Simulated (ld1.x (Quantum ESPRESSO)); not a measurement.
**Which change was made? (P, TM)**

phosphorus, norm-conserving Troullier–Martins (Kleinman–Bylander form), made with ld1.x (Quantum ESPRESSO) 7.5 (LDA (PZ), scalar-relativistic). Core [Ne], reference 3s2 3p3. Waves: 3s (bound): rc 1.60 bohr; 3p (bound): rc 1.95 bohr. Local part: all-electron potential smoothed inside 1.65 bohr (lloc = -2). Core correction: none.

Cutoffs, loose and tight: the cutoffs (Ry, on a coarse ladder) from which the occupation-weighted sum of valence levels, in a spherical-Bessel basis at the reference potential, stays within 10 and 1 mRy of its value at 400 Ry. They do not see the model core or the augmentation charge, which bear on the density cutoff. Test errors are all-electron minus pseudo excitation energies from the reference, over the configurations 3s2 3p2; 3s2 3p1; 3s2 3p0; 3s1 3p3; 3s2 3p3.3; 3s0 3p5; 3s1 3p4 (two spin-polarised tests are not counted in the largest error); variants that change the core or the reference have their own tests.

The base gives: outcome: generated; cutoff, loose: 21 Ry; cutoff, tight: 50 Ry; bound ghosts: none; largest test error (meV): +148.

Problem. After one change the result is: outcome: generated; cutoff, loose: 21 Ry; cutoff, tight: 50 Ry; bound ghosts: none; largest test error (meV): +91. Which change was it?
A. local potential all-electron potential smoothed inside 2.16 bohr (lloc = -2)
B. type PAW; waves now 3s (bound): rcut 1.40, rcutus 1.60 bohr; 3s channel at -0.4 Ry: rcut 1.40, rcutus 1.60 bohr; 3p (bound): rcut 1.70, rcutus 1.95 bohr; 3p channel at -0.05 Ry: rcut 1.70, rcutus 1.95 bohr; local potential all-electron potential smoothed inside 1.35 bohr (lloc = -1); core correction a·sin(br)/r model core, default radius (ld1.x builds one for every PAW set, though the input has nlcc=.false.); augmentation PSQ, inside the norm-conserving radii
C. all radii scaled by about 0.75 (s 1.20, p 1.46 bohr); local potential all-electron potential smoothed inside 1.24 bohr (lloc = -2)
D. functional PBE

Solution. A. The others give: all radii scaled by about 0.75 (s 1.20, p 1.46 bohr); local potential all-electron potential smoothed inside 1.24 bohr (lloc = -2) → outcome: generated; cutoff, loose: 50 Ry; cutoff, tight: 110 Ry; bound ghosts: none; largest test error (meV): +172 | functional PBE → outcome: generated; cutoff, loose: 21 Ry; cutoff, tight: 50 Ry; bound ghosts: none; largest test error (meV): +58 | type PAW; waves now 3s (bound): rcut 1.40, rcutus 1.60 bohr; 3s channel at -0.4 Ry: rcut 1.40, rcutus 1.60 bohr; 3p (bound): rcut 1.70, rcutus 1.95 bohr; 3p channel at -0.05 Ry: rcut 1.70, rcutus 1.95 bohr; local potential all-electron potential smoothed inside 1.35 bohr (lloc = -1); core correction a·sin(br)/r model core, default radius (ld1.x builds one for every PAW set, though the input has nlcc=.false.); augmentation PSQ, inside the norm-conserving radii → outcome: generated; cutoff, loose: 15 Ry; cutoff, tight: 21 Ry; bound ghosts: none; largest test error (meV): -49.
